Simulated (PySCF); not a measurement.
Computed with PySCF, PBE0, basis Tl def2-TZVPD with ECP60, S def2-TZVPD (scalar-relativistic core potentials, no spin–orbit coupling, density fitting). Open shells, if any, are unrestricted.

What shape and geometry does isolated singlet [TlS2]- take (every ligand bound to Tl)?

Counting electrons, thallium keeps none of its valence electrons outside its bonds, so the VSEPR class is AX2 and the expected shape is linear (D∞h), as computed. The lowest minimum found is a singlet of D∞h symmetry with Tl–S 2.280 Å (×2); S–Tl–S 180.0°. Its harmonic wavenumbers are 102 (πu), 379 (σg+), 437 (σu+) cm⁻¹ and its dipole moment is 0.00 D about the centre of mass.

Other isomers or separated fragments may lie lower. The lowest empty level of this anion is unbound, so it and the gap depend on the basis. No spin–orbit coupling is included, which matters more the heavier the element.
